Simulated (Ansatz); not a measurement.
Cartesian coordinates in Å:
```
C 0.870 0.517 -0.069
Si -0.352 -0.457 -1.115
Ge -0.598 -0.116 1.144
H 1.850 0.080 0.108
H 0.928 1.591 -0.221
H 0.105 -1.765 -1.643
H -1.161 0.307 -2.093
H -1.479 0.998 1.710
H -0.163 -1.155 2.179
```

Charge 0, multiplicity 1.

**Question.** List the r2SCAN/def2-TZVPP orbital energies in eV (Ansatz 0.2.0). (An estimate is asked.)

**Answer.** Ansatz gave: Occupied: -10833.97, -1791.06, -1349.09, -1199.14, -1199.13, -1199.13, -272.92, -167.26, -141.53, -116.96, -116.94, -116.93, -96.41, -96.37, -96.37, -30.26, -30.25, -30.21, -30.18, -30.15, -18.25, -13.78, -12.71, -10.83, -9.85, -8.84, -8.65, -6.88, -5.83. Lowest empty: -0.83, -0.20, 0.04, 0.43, 1.39, 1.84, 3.12, 3.15.
